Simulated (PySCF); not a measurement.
**Correlation energy of Al (aluminium, neutral)**

[Ne] 3s1 3p1 4s1, high-spin 4P determinant (an excited configuration). Computed with PySCF 2.14 in aug-cc-pVDZ-DK (5s4p2d, 27 functions), with scalar relativity by spin-free X2C-1e. Frozen: [Ne]; 3 electrons correlated.

MP2 pair energies summed by pair of shells (mhartree):

| pair | energy | share (%) |
| --- | --- | --- |
| 3p-4s | -2.05 | 37.2 |
| 3s-3p | -2.00 | 36.3 |
| 3s-4s | -1.46 | 26.5 |

Total MP2 correlation energy: -5.51 mhartree.

Same-spin part -5.51 and opposite-spin part 0.00 mhartree; SCS-MP2 scales them by 1/3 and 6/5 to -1.84 mhartree.
